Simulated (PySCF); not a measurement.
Cd⁺: excitation energy

Cd⁺ [Kr] 4d10 5s1 (2S) → Cd⁺ [Kr] 4d9 5s1 5p1 (high-spin determinant), as a difference of total energies. Calculation: PySCF 2.14, in aug-cc-pVTZ-PP with one added diffuse shell each of s, p, d, f, g type with ECP28MDF (7s7p6d4f3g, 113 functions); a scalar-relativistic core potential. Correlated levels: valence: 4s2 4p6 frozen. The calculations carry no spin-orbit coupling.

| method | excitation energy (eV) |
| --- | --- |
| UHF | 12.233 |
| LDA | 13.766 |
| PBE | 13.521 |
| PBE0 | 13.421 |
| r2SCAN | 13.294 |
| wB97M-V | 13.384 |
| CAM-B3LYP | 13.399 |
| MN15 | 13.863 |
| MP2 (valence) | 14.013 |
| SCS-MP2 (valence) | 13.955 |

How much does correlation contribute at MP2 (valence)?

14.013 − (12.233) = 1.780 eV, measured against UHF.

The determinant of the upper state mixes LS terms, which raises its energy above the lowest term, most at the Hartree-Fock and MP2 levels.
